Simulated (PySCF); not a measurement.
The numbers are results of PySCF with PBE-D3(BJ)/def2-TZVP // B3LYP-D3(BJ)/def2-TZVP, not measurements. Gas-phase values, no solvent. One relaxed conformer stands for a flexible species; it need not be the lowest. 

Reference species (SMILES): `[SH][Ga]([SH])[Br]` (H–S–Ga–Br torsion 180°, Br–Ga–S–H torsion 180°) (neutral, multiplicity 1).

* **S1 oscillator strength**: 0.000
* **LUMO**: -2.37 eV
* **HOMO**: -6.69 eV

Changed species: `[Br][Ga]([Br])[Br]` (0 of 3 Br replaced by SH; the reference has 2 of 3 Br replaced by SH).

Give the shifts of the S1 oscillator strength, LUMO and HOMO.

the S1 oscillator strength stays essentially unchanged; the LUMO falls by 0.87 eV, to -3.24 eV; the HOMO drops by 0.72 eV, to -7.41 eV.
